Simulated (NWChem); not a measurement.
Everything below was run with NWChem. System: H$_{6}$PSi$_{2}$, charge 0, spin multiplicity 2, at a geometry optimised with UPBE/def2-SVP. The structure started from a generated list of species. Its SCF solution wasn't tested for a lower state. Level: ULDA (SVWN5)/def2-TZVP.

The NWChem input:

```
start mol
memory heap 200 mb stack 900 mb global 1100 mb
geometry units angstroms nocenter noautoz
  Si     0.027718     1.665120     0.430547
  P      0.000000     0.000000    -1.116515
  Si    -0.027718    -1.665120     0.430547
  H     -0.288504     2.975213    -0.237704
  H     -0.966435     1.429217     1.540751
  H      1.403732     1.753507     1.043157
  H      0.966435    -1.429217     1.540751
  H      0.288504    -2.975213    -0.237704
  H     -1.403732    -1.753507     1.043157
  symmetry group C2
end
basis spherical
  * library def2-tzvp
end
dft
  xc slater vwn_5
  odft
  mult 2
  semidirect memsize 60000000 filesize 0
  iterations 100
end
task dft energy
```

NWChem printed:

```
             Northwest Computational Chemistry Package (NWChem) 7.3.0
             --------------------------------------------------------

                                NWChem Input Module
                                -------------------

 Scaling coordinates for geometry "geometry" by  1.889725989
 (inverse scale =  0.529177249)

 Turning off AUTOSYM since
 SYMMETRY directive was detected!

                             Geometry "geometry" -> ""
                             -------------------------

 Output coordinates in angstroms (scale by  1.889725989 to convert to a.u.)

  No.       Tag          Charge          X              Y              Z
 ---- ---------------- ---------- -------------- -------------- --------------
    1 Si                  14.0000     0.02771800     1.66512000     0.43054700
    2 P                   15.0000     0.00000000     0.00000000    -1.11651500
    3 Si                  14.0000    -0.02771800    -1.66512000     0.43054700
    4 H                    1.0000    -0.28850400     2.97521300    -0.23770400
    5 H                    1.0000    -0.96643500     1.42921700     1.54075100
    6 H                    1.0000     1.40373200     1.75350700     1.04315700
    7 H                    1.0000     0.96643500    -1.42921700     1.54075100
    8 H                    1.0000     0.28850400    -2.97521300    -0.23770400
    9 H                    1.0000    -1.40373200    -1.75350700     1.04315700

 Effective nuclear repulsion energy (a.u.)     187.4511176488

            Nuclear Dipole moment (a.u.)
            ----------------------------
        X                 Y               Z
 ---------------- ---------------- ----------------
     0.0000000000     0.0000000000    -0.0000018897

      Symmetry information
      --------------------

 Group name             C2
 Group number              4
 Group order               2
 No. of unique centers     5

      Symmetry unique atoms

     1    2    4    5    6


 Summary of "ao basis" -> "" (spherical)
 ------------------------------------------------------------------------------
       Tag                 Description            Shells   Functions and Types
 ---------------- ------------------------------  ------  ---------------------
 *                         def2-tzvp                  on all atoms

                                 NWChem DFT Module
                                 -----------------

 Summary of "ao basis" -> "ao basis" (spherical)
 ------------------------------------------------------------------------------
       Tag                 Description            Shells   Functions and Types
 ---------------- ------------------------------  ------  ---------------------
 Si                        def2-tzvp                13       37   5s5p2d1f
 P                         def2-tzvp                13       37   5s5p2d1f
 H                         def2-tzvp                 4        6   3s1p

 Summary of "ao basis" -> "ao basis" (spherical)
 ------------------------------------------------------------------------------
       Tag                 Description            Shells   Functions and Types
 ---------------- ------------------------------  ------  ---------------------
 Si                        def2-tzvp                13       37   5s5p2d1f
 P                         def2-tzvp                13       37   5s5p2d1f
 H                         def2-tzvp                 4        6   3s1p

      Symmetry analysis of basis
      --------------------------
[...]
   120      0.102942  5 H  s                132     -0.102942  7 H  s
   125     -0.076113  6 H  s                143      0.076113  9 H  s

 Vector   26  Occ=0.000000D+00  E=-3.654146D-02  Symmetry=a
              MO Center= -1.9D-15,  1.2D-13,  1.5D-01, r^2= 7.5D+00
   Bfn.  Coefficient  Atom+Function         Bfn.  Coefficient  Atom+Function
  ----- ------------  ---------------      ----- ------------  ---------------
    42      1.012373  2 P  s                 20      0.556811  1 Si pz
    94      0.556811  3 Si pz                57      0.485928  2 P  pz
    19      0.463726  1 Si py                93     -0.463726  3 Si py
    54      0.234307  2 P  pz               120     -0.232512  5 H  s
   132     -0.232512  7 H  s                 41      0.217707  2 P  s

 Vector   27  Occ=0.000000D+00  E=-2.905700D-02  Symmetry=b
              MO Center= -2.0D-15, -4.4D-13, -1.0D-01, r^2= 6.7D+00
   Bfn.  Coefficient  Atom+Function         Bfn.  Coefficient  Atom+Function
  ----- ------------  ---------------      ----- ------------  ---------------
     5      1.016288  1 Si s                 79     -1.016288  3 Si s
    56     -0.875523  2 P  py                19     -0.659858  1 Si py
    93     -0.659858  3 Si py               120     -0.402035  5 H  s
   132      0.402035  7 H  s                 53     -0.278823  2 P  py
     4      0.254292  1 Si s                 78     -0.254292  3 Si s

   alpha - beta orbital overlaps
   -----------------------------

   alpha      1      2      3      4      5      6      7      8      9     10
    beta      1      2      3      4      5      6      8      7      9     10
 overlap   1.000  1.000  1.000  1.000  1.000  1.000  0.838  0.838  1.000  1.000

   alpha     11     12     13     14     15     16     17     18     19     20
    beta     11     12     13     14     15     16     17     18     20     19
 overlap   1.000  1.000  1.000  1.000  1.000  0.996  1.000  0.996  0.997  1.000

   alpha     21     22     23     24     25     26     27     28     29     30
    beta     21     22     23     24     25     26     27     28     29     30
 overlap   0.996  1.000  0.996  0.999  0.996  0.997  0.999  0.996  0.995  0.997

   alpha     31     32     33     34     35     36     37     38     39     40
    beta     31     32     33     34     35     36     37     38     39     40
 overlap   0.999  0.991  0.991  0.993  0.999  0.983  0.980  0.984  0.959  0.955

   alpha     41     42     43     44     45     46     47     48     49     50
    beta     41     42     43     44     46     45     48     47     49     50
 overlap   0.996  0.980  0.993  0.991  0.982  0.990  0.996  0.998  0.989  0.998

   alpha     51     52     53     54     55     56     57     58     59     60
    beta     51     52     53     54     55     56     57     58     59     60
 overlap   0.993  0.991  0.999  0.969  0.968  0.864  0.862  0.995  0.997  0.998

   alpha     61     62     63     64     65     66     67     68     69     70
    beta     61     62     63     64     65     66     67     68     69     70
 overlap   0.998  0.999  1.000  0.999  0.999  0.999  1.000  0.999  0.999  0.998

   alpha     71     72     73     74     75     76     77     78     79     80
    beta     71     72     73     74     75     76     77     78     79     80
 overlap   0.998  0.999  0.999  0.987  0.987  0.998  0.999  0.995  0.998  0.995

   alpha     81     82     83     84     85     86     87     88     89     90
    beta     81     82     83     84     85     86     87     88     89     90
 overlap   1.000  0.999  1.000  0.996  0.997  0.995  0.963  0.963  0.989  0.902

   alpha     91     92     93     94     95     96     97     98     99    100
    beta     91     93     92     94     95     96     97     98     99    100
 overlap   0.915  0.987  0.987  0.995  0.993  0.989  0.998  0.980  0.983  0.988

   alpha    101    102    103    104    105    106    107    108    109    110
    beta    101    103    102    104    105    106    107    108    109    110
 overlap   0.987  0.869  0.860  0.998  0.997  0.999  0.775  0.999  0.771  0.988

   alpha    111    112    113    114    115    116    117    118    119    120
    beta    111    113    112    114    115    116    117    118    119    120
 overlap   0.991  0.991  0.999  0.999  0.999  0.997  0.996  0.997  0.995  0.999

   alpha    121    122    123    124    125    126    127    128    129    130
    beta    121    122    123    124    125    126    127    128    129    130
 overlap   0.800  0.800  1.000  1.000  0.995  0.986  0.987  0.995  1.000  1.000

   alpha    131    132    133    134    135    136    137    138    139    140
    beta    131    132    133    134    135    136    137    138    139    140
 overlap   1.000  1.000  0.999  1.000  0.999  1.000  1.000  1.000  1.000  1.000

   alpha    141    142    143    144    145    146    147
    beta    141    142    143    144    145    146    147
 overlap   1.000  1.000  1.000  1.000  1.000  1.000  1.000

     --------------------------
     Expectation value of S2:
     --------------------------
      <S2> =      0.7523 (Exact =     0.7500)

 center of mass
 --------------
 x =   0.00000000 y =   0.00000000 z =  -0.11712951

 moments of inertia (a.u.)
 ------------------
         853.540392714560         -10.819076335842           0.000000000000
         -10.819076335842         220.636325603917          -0.000000000000
           0.000000000000          -0.000000000000         676.222044720232

     Multipole analysis of the density
     ---------------------------------

     L   x y z        total         alpha         beta         nuclear
     -   - - -        -----         -----         ----         -------
     0   0 0 0     -0.000000    -25.000000    -24.000000     49.000000

     1   1 0 0      0.000000      0.000000      0.000000      0.000000
     1   0 1 0     -0.000000     -0.000000     -0.000000      0.000000
     1   0 0 1      0.225758      0.894936     -0.669175     -0.000002

     2   2 0 0    -32.766579    -29.180243    -25.001658     21.415321
     2   1 1 0      0.043524     -3.273343     -2.882507      6.199374
     2   1 0 1      0.000000      0.000000      0.000000      0.000000
     2   0 2 0    -32.395015   -205.795624   -203.604400    377.005009
     2   0 1 1      0.000000      0.000000      0.000000      0.000000
     2   0 0 2    -34.209923    -75.006162    -69.644828    110.441067

 Task  times  cpu:       10.0s     wall:       10.0s

 Total times  cpu:       10.0s     wall:       10.0s
```
